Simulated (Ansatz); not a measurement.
C$_{2}$H$_{6}$FMoNO (`C[N]=[Mo]([CH3])(=[O])[F]`) at its PBE0-D4/def2-TZVP geometry, where that method's forces vanish. The species carries charge 0 and has multiplicity 1. Mo takes the def2 core potential.

```xyz
12

C     0.1766   -2.1210   -0.6293
N     0.2723   -0.7058   -0.6161
Mo    0.7953    0.7673    0.0965
C    -1.0155    1.7153    0.5963
O     1.5468    0.3922    1.5464
F     1.7924    1.7879   -1.1043
H    -0.8770   -2.4142   -0.6845
H     0.6142   -2.5609    0.2742
H     0.6837   -2.5292   -1.5092
H    -0.7871    2.6548    1.1092
H    -1.6336    1.0943    1.2461
H    -1.5680    1.9194   -0.3253
```

Task: What forces (eV/Å) does B3LYP-D4/def2-TZVPP give on these atoms in Ansatz 0.2.0? (An estimate is asked.)

Result: Ansatz gave: 
```
C1  -0.025 -0.281 -0.020
N2  -0.153 -0.201 -0.226
Mo3 -0.065  0.259 -0.147
C4  -0.266  0.149  0.068
O5   0.293 -0.135  0.558
F6   0.192  0.215 -0.238
H7   0.051 -0.005  0.005
H8  -0.020  0.004 -0.043
H9  -0.024 -0.001  0.047
H10 -0.024 -0.046 -0.025
H11  0.022  0.045 -0.034
H12  0.020 -0.004  0.055
```

B3LYP here is the variant with VWN-RPA as its local correlation; programs differ in this.
